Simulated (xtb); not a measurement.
Be(OMe)(NH2) (CH5BeNO), SMILES C[O][Be][NH2]. All values are semi-empirical tight-binding results from xtb (GFN2-xTB unless named), good for trends rather than for accurate numbers. Geometry optimised at GFN2-xTB. The values are those of a single conformer.

Optimised geometry:

```xyz
9

Be    -0.3004     0.3291     0.5819
O      0.2603    -0.2903    -0.5146
C      0.8162    -0.9108    -1.6007
H      0.5662    -0.3685    -2.5206
H      1.9082    -0.9455    -1.5042
H      0.4421    -1.9384    -1.6901
N     -0.9127     1.0195     1.7942
H     -0.5709     0.9904     2.7386
H     -1.7349     1.5966     1.8103
```

For metal compounds this method's bond lengths and energies can be far off.

Question: Estimate the properties. (Estimate from the structure and the level; the computed values follow.)

Answer: 
```json
{
 "orbital_gap": "6.89 eV",
 "zero_point_energy": "41.5 kcal/mol",
 "G − E(el) at 298.15 K (modified RRHO)": "23.2 kcal/mol"
}
```

Computed IR lines (harmonic; lines under 4 % of the strongest left out, lines within 3 cm⁻¹ merged):
ν (cm⁻¹): 239 (w), 263 (w), 427 (m), 548 (m), 1411 (m), 1531 (vs), 1587 (m), 2893 (w), 2898 (w), 2923 (m) (against the strongest line: vs over 80 %, s over 45 %, m over 15 %, w over 4 %, vw less)

Question: Give the atomic charges and the Wiberg bond orders between heavy atoms. (Estimate from the structure and the level; the computed values follow.)

Answer: charges (e) Be1 0.61, O2 -0.48, C3 0.07, H4 0.02, H5 0.02, H6 0.02, N7 -0.55, H8 0.14, H9 0.14. Bond orders Be1–O2 1.08, O2–C3 1.02, Be1–N7 1.10.
